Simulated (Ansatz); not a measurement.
A nudged elastic band was laid between two geometries of CH$_{7}$PSeSi (11 atoms, charge 0, multiplicity 1).

All numbers below come from RKS PBE-D4/def2-mTZVP (Ansatz 0.2.0).

```yaml
movable_images: 3
climbing_image: yes
spring: 5.0 eV/Å²
optimiser: quadratic models (default)
start_path: IDPP
force_threshold: 0.05 eV/Å
iteration_limit: 60
end_points: relaxed
```

Initial state:

```xyz
11
Properties=species:S:1:pos:R:3
C 0.320 2.077 0.330
Se -0.223 0.733 1.684
Si -0.818 -0.902 0.193
P 0.991 -1.558 -1.033
H 1.111 1.678 -0.313
H -0.546 2.380 -0.267
H 0.703 2.940 0.886
H -1.435 -1.987 1.019
H -1.831 -0.384 -0.786
H 0.289 -2.626 -1.693
H 1.505 -2.409 0.001
```

Final state:

```xyz
11
Properties=species:S:1:pos:R:3
C 0.420 1.843 0.089
Se -0.178 0.748 1.629
Si -1.007 -1.010 0.404
P 0.447 -2.159 -0.920
H 1.214 1.326 -0.461
H -0.422 2.070 -0.574
H 0.816 2.775 0.506
H -1.565 -1.959 1.417
H -2.109 -0.554 -0.506
H 0.929 -0.990 -1.602
H 1.517 -2.146 0.038
```

(1) What changes between the two ends?

(2) Give the energies along the band, and the barrier.

(3) What is the geometry of the highest image?

Results:

(1) No bond is made or broken. The height of P4 over the plane of its neighbours goes from -0.87 to 0.86 Å.

(2) The forces met the threshold. The highest image is number 2 of 0 to 4, 21.4 kcal/mol above the first end and 21.8 kcal/mol above the last; the last end lies 0.5 kcal/mol below the first. Another band between the same ends (7 images) ends at a top of the same energy, where a vibrational analysis finds 1 clearly imaginary mode. So few images can step over the top or miss a turn of the path.

| image | path coordinate (Å) | energy (kcal/mol) | height of P4 over the plane of its neighbours (Å) |
| --- | --- | --- | --- |
| 0 | 0.00 | 0.0 | -0.87 |
| 1 | 0.85 | 1.3 | -0.79 |
| 2 | 1.70 | 21.4 | -0.01 |
| 3 | 2.54 | 1.0 | 0.77 |
| 4 | 3.37 | -0.5 | 0.86 |

(3) 
```xyz
11
Properties=species:S:1:pos:R:3:forces:R:3
C 0.466 1.954 0.085 0.01 0.00 0.01
Se -0.336 1.037 1.645 0.00 0.01 -0.01
Si -1.022 -0.840 0.523 -0.01 0.00 0.00
P 0.549 -1.865 -0.609 -0.01 0.00 0.01
H 1.109 1.249 -0.456 -0.01 0.00 0.00
H -0.318 2.344 -0.572 0.00 0.00 0.00
H 1.068 2.781 0.478 0.00 0.00 0.01
H -1.651 -1.681 1.586 0.00 0.00 0.00
H -1.993 -0.567 -0.585 0.00 0.00 0.00
H 0.475 -2.040 -2.003 0.00 -0.01 -0.02
H 1.719 -2.431 -0.070 0.01 0.00 0.00
```

Run time: 70 s on 2 threads of Arm Neoverse V1 (shared host), peak memory 0.18 GiB.
